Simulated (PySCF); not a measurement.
AuH, optimised at GFN2-xTB:

```xyz
2

Au     0.0039    -0.5305     0.4862
H     -0.0039     0.5305    -0.4862
```

Method: PySCF energies (xtb for GFN2) plus ideal-gas RRHO corrections (1 bar). All species are closed-shell singlets. Au: scalar-relativistic def2 core potential, no spin-orbit coupling.

**Question.** List the harmonic frequencies (cm⁻¹, unscaled) at this level and at the other levels, each on its own geometry.

**Answer.** 
- GFN2-xTB: 2102
- PBE/def2-SVP: 2248
- PBE0/def2-TZVP: 2249
